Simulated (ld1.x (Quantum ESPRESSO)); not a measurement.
Before and after: RRKJ potential for scandium

Sc, norm-conserving RRKJ (Kleinman–Bylander form), made with ld1.x (Quantum ESPRESSO) 7.5 (LDA (PZ), scalar-relativistic). Core [Ar], reference 3d1 4s1.5 4p0.5. Waves: 4s (bound): rc 3.00 bohr; 4p (bound): rc 4.20 bohr; 3d (bound): rc 1.35 bohr. Local part: all-electron potential smoothed inside 2.75 bohr (lloc = -1). Core correction: a·sin(br)/r model core inside 0.65 bohr. rho0 = 0.01.

Change: local potential all-electron potential smoothed inside 3.40 bohr (lloc = -1).

Cutoffs: the cutoffs (Ry, on a coarse ladder) from which the occupation-weighted sum of valence levels, in a spherical-Bessel basis at the reference potential, stays within 10 and 1 mRy of its value at 400 Ry; they do not see the model core or the augmentation charge, which bear on the density cutoff. Errors are all-electron minus pseudo energies relative to the spin-unpolarised reference configuration.

Q: What does the change do?

A: The potential gets neither clearly harder nor softer (70 Ry and 90 Ry → 70 Ry and 90 Ry); the d channel sets the loose cutoff, while the largest relative change is in s, which becomes harder; of the 9 tests that both files solve, the error grows in 2 and shrinks in 1 by more than 15 % and 0.3 meV (median size 6.4 → 6.4 meV); neither file shows a bound ghost.

```csv
quantity,base,changed
"cutoff, loose",70 Ry,70 Ry
"cutoff, tight",90 Ry,90 Ry
loose cutoff by channel (10 mRy a level),"s 10 Ry, p 6 Ry, d 70 Ry","s 12 Ry, p 6 Ry, d 70 Ry"
bound ghosts,none,none
"error for 3d1 4s2 4p0, meV [ΔE -1.40 eV]",-0.7,-0.9
"error for 3d1 4s1 4p0, meV [ΔE 5.66 eV]",+2.3,+0.7
"error for 3d1 4s0 4p0, meV [ΔE 18.63 eV]",-23,-26
"error for 3d2 4s0 4p0, meV [ΔE 6.32 eV]",-254,-272
"error for 3d1 4s1 4p1, meV [ΔE 1.44 eV]",-1.2,-1.4
"error for 3d1.5 4s1.5 4p0, meV [ΔE -0.75 eV]",-47,-56
"error for 3d0 4s2 4p1, meV [ΔE 2.22 eV]",-161,-306
"error for 3d1 4s1.5 4p0.5 (spin-polarised), meV [ΔE -0.37 eV]",+6.4,+6.4
"error for 3d1 4s2 4p0 (spin-polarised), meV [ΔE -1.55 eV]",+4.7,+4.4
s: phases at 4.54 bohr within 0.05 rad from the reference energy up to (Ry; the scan ends near 5),0.3,0.5
p: phases at 4.54 bohr within 0.05 rad from the reference energy up to (Ry; the scan ends near 5),0.9,0.9
d: phases at 4.54 bohr within 0.05 rad from the reference energy up to (Ry; the scan ends near 5),0.3,0.2
```
